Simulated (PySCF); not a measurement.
A database entry of computed molecular properties. Lists by class give the value and the number of equivalent atoms.

```json
{
 "formula": "C7H18P",
 "smiles": "CC[PH2+]CC(C)(C)C",
 "inchi": "InChI=1S/C7H17P/c1-5-8-6-7(2,3)4/h8H,5-6H2,1-4H3/p+1",
 "charge": 1,
 "multiplicity": 1,
 "geometry_level": "GFN2-xTB",
 "atoms_angstrom": [
  ["C", 3.846, -0.624, 0.743],
  ["C", 2.793, 0.239, 0.051],
  ["P", 1.124, -0.356, 0.443],
  ["C", -0.157, 0.636, -0.357],
  ["C", -1.618, 0.208, -0.084],
  ["C", -1.913, 0.292, 1.411],
  ["C", -2.519, 1.178, -0.851],
  ["C", -1.843, -1.218, -0.581],
  ["H", 3.732, -0.595, 1.825],
  ["H", 4.84, -0.257, 0.5],
  ["H", 3.783, -1.661, 0.418],
  ["H", 2.868, 1.283, 0.373],
  ["H", 2.92, 0.215, -1.036],
  ["H", 0.993, -0.361, 1.81],
  ["H", 1.055, -1.678, 0.075],
  ["H", 0.049, 0.601, -1.434],
  ["H", -0.001, 1.671, -0.025],
  ["H", -1.348, -0.458, 1.965],
  ["H", -2.968, 0.106, 1.592],
  ["H", -1.676, 1.278, 1.805],
  ["H", -3.562, 0.92, -0.693],
  ["H", -2.371, 2.201, -0.513],
  ["H", -2.32, 1.135, -1.919],
  ["H", -1.278, -1.935, 0.016],
  ["H", -2.894, -1.478, -0.498],
  ["H", -1.555, -1.321, -1.625]
 ],
 "electronic_structure_code": "PySCF",
 "results": {
  "GFN2-xTB geometry": {
   "point_group": "Cs",
   "rotational_constants_GHz": [3.702, 0.722, 0.709]
  },
  "PBE0/pcSseg-1 ground state and GIAO shieldings, non-relativistic": {
   "homo_eV": -13.12,
   "lumo_eV": -4.24,
   "shift_vs_computed_TMS_C_by_class_ppm": [
    [36.9, 1],
    [33.4, 1],
    [31.8, 3],
    [15.0, 1],
    [11.1, 1]
   ],
   "shift_vs_computed_TMS_H_by_class_ppm": [
    [5.38, 2],
    [2.4, 2],
    [2.36, 2],
    [1.72, 3],
    [1.35, 9]
   ],
   "shielding_other_nuclei_by_class_ppm": [
    ["P", 371.1, 1]
   ],
   "charges_hirshfeld_e_by_atom": [-0.1, -0.07, 0.47, -0.08, 0.03, -0.11, -0.11, -0.11, 0.06, 0.08, 0.06, 0.08, 0.08, 0.06, 0.06, 0.07, 0.07, 0.04, 0.06, 0.05, 0.06, 0.05, 0.05, 0.04, 0.06, 0.05]
  }
 }
}
```

With B = h/(8π²I), that is 505.379 GHz u Å² over I, the principal moments of inertia are 136.5, 700.0 and 712.4 u Å² (most abundant isotopes). The rotational constants make it an asymmetric top with κ = (2B − A − C)/(A − C) = -0.99, nearer the prolate limit (−1).

The structure is a single GFN2-xTB conformer in the gas phase; no vibrational or solvent corrections. GFN2-xTB frequencies show an imaginary mode (57i cm⁻¹), so this geometry is no minimum at that level. NMR classes are plain means over equivalent atoms (diastereotopic ones count apart unless rotation or inversion swaps them), as if these changed places fast; in this geometry the members of some classes differ.

For the NMR shielding job (PBE0/pcSseg-1), the run took 50 s on one thread of an Arm Neoverse V2, no GPU, shared host with 96 logical CPUs at a one-minute load of 39, and the process peaked at 1.1 GiB of memory.

Conformer computed: `[CH3:1][CH2:2][PH2+:3][CH2:4][C:5]([CH3:6])([CH3:7])[CH3:8]`: C1–C2–P3–C4 180°, C2–P3–C4–C5 180°, P3–C4–C5–C6 61°.
